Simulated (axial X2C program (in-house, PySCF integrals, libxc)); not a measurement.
# Which molecule has these constants?

Calculated with an axial X2C code built on PySCF integrals, spin-free (one-electron X2C) or two-component (2c: spin–orbit coupling with atomic mean-field Coulomb and Gaunt terms, which also bring small scalar terms), in Dyall basis sets with cores contracted in-house; open shells are unrestricted.

A two-component CCSD(T) calculation in a Dyall 3-zeta basis gave Re = 1.531 Å, ωe = 2182.3 cm⁻¹, Ω = 1/2.

Which molecule is it?
A. HBr⁺
B. ZnH⁺
C. AsH⁺
D. GaH⁺
E. CrH⁺

C. The others have HBr⁺ 1.450 Å and 2447.4 cm⁻¹ (Ω = 3/2); GaH⁺ 1.662 Å and 1243.4 cm⁻¹ (Ω = 1/2); CrH⁺ 1.602 Å and 1895.9 cm⁻¹ (Ω = 2); ZnH⁺ 1.507 Å and 1947.4 cm⁻¹ (Ω = 0).

Frozen shells (counts by l): AsH⁺ As 3s2p1d, H none, 5 electrons correlated; HBr⁺ Br 3s2p1d, H none, 7 electrons correlated; GaH⁺ Ga 3s2p, H none, 13 electrons correlated; CrH⁺ Cr 3s2p, H none, 6 electrons correlated; ZnH⁺ Zn 3s2p, H none, 12 electrons correlated. Coupled cluster in natural virtuals with an MP2 remainder. Where the outer core of a metal is frozen, bonds come out longer and ionisation energies lower.

Each entry is the lowest single determinant of a limited PBE0 search at one distance. De goes to single-determinant-based atoms at the same level (for ions the charge split of lowest energy) and is withheld (n/a) where an atom does not fit its ground term or J level. Main or longest-lived isotopes. One determinant is a doubtful description, or other states lie close, for CrH⁺; these need not be ground states, and all values refer to the states named. Some open-shell Ω = 0 determinants are out of reach, so the Ω given for CrH⁺ need not be the lowest component. With several unpaired electrons the Ω given is that of one determinant, not necessarily of the lowest component.
